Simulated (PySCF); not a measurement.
C₃H₆BFO₂, SMILES OB(O)[C@@H]1C[C@@H]1F.

Coordinates come from a B3LYP-D3(BJ)/def2-SVP optimisation. The structure was generated by enumeration; whether it is a known compound was not checked. One conformer was computed; it need not be the lowest.

The numbers are results of TDA-B3LYP/def2-SVPD (PySCF), not measurements.

Vertical excitations. The molecule is in vacuum.

```json
[
 {"state": "S1", "energy (eV)": "6.96", "λ (nm)": "178", "f": "0.002", "main pairs": "HOMO→LUMO 95 %"},
 {"state": "S2", "energy (eV)": "7.29", "λ (nm)": "170", "f": "0.017", "main pairs": "HOMO−1→LUMO 95 %"},
 {"state": "S3", "energy (eV)": "7.53", "λ (nm)": "165", "f": "0.028", "main pairs": "HOMO→LUMO+1 84 %"},
 {"state": "S4", "energy (eV)": "7.78", "λ (nm)": "159", "f": "0.034", "main pairs": "HOMO−1→LUMO+1 73 %, HOMO−1→LUMO+2 11 %"},
 {"state": "S5", "energy (eV)": "7.82", "λ (nm)": "159", "f": "0.003", "main pairs": "HOMO−2→LUMO 42 %, HOMO→LUMO+2 35 %, HOMO→LUMO+3 9 %"},
 {"state": "S6", "energy (eV)": "7.86", "λ (nm)": "158", "f": "0.006", "main pairs": "HOMO−2→LUMO 47 %, HOMO→LUMO+2 31 %, HOMO→LUMO+3 15 %"},
 {"state": "S7", "energy (eV)": "8.03", "λ (nm)": "154", "f": "0.018", "main pairs": "HOMO→LUMO+3 63 %, HOMO→LUMO+2 20 %"},
 {"state": "S8", "energy (eV)": "8.21", "λ (nm)": "151", "f": "0.058", "main pairs": "HOMO−1→LUMO+2 57 %, HOMO−3→LUMO 18 %, HOMO−1→LUMO+1 10 %"},
 {"state": "S9", "energy (eV)": "8.27", "λ (nm)": "150", "f": "0.032", "main pairs": "HOMO−1→LUMO+3 52 %, HOMO−3→LUMO 24 %, HOMO−1→LUMO+2 15 %"},
 {"state": "S10", "energy (eV)": "8.38", "λ (nm)": "148", "f": "0.050", "main pairs": "HOMO−3→LUMO 55 %, HOMO−1→LUMO+3 34 %"},
 {"state": "T1", "energy (eV)": "6.83", "λ (nm)": "182", "f": "0", "main pairs": "HOMO→LUMO 71 %, HOMO→LUMO+1 23 %"},
 {"state": "T2", "energy (eV)": "7.11", "λ (nm)": "174", "f": "0", "main pairs": "HOMO→LUMO+1 48 %, HOMO→LUMO 24 %, HOMO→LUMO+3 16 %"},
 {"state": "T3", "energy (eV)": "7.16", "λ (nm)": "173", "f": "0", "main pairs": "HOMO−1→LUMO 80 %, HOMO−1→LUMO+1 15 %"},
 {"state": "T4", "energy (eV)": "7.47", "λ (nm)": "166", "f": "0", "main pairs": "HOMO−1→LUMO+1 58 %, HOMO−1→LUMO+3 17 %, HOMO−1→LUMO 15 %"}
]
```
Triplets are in the Tamm–Dancoff approximation.
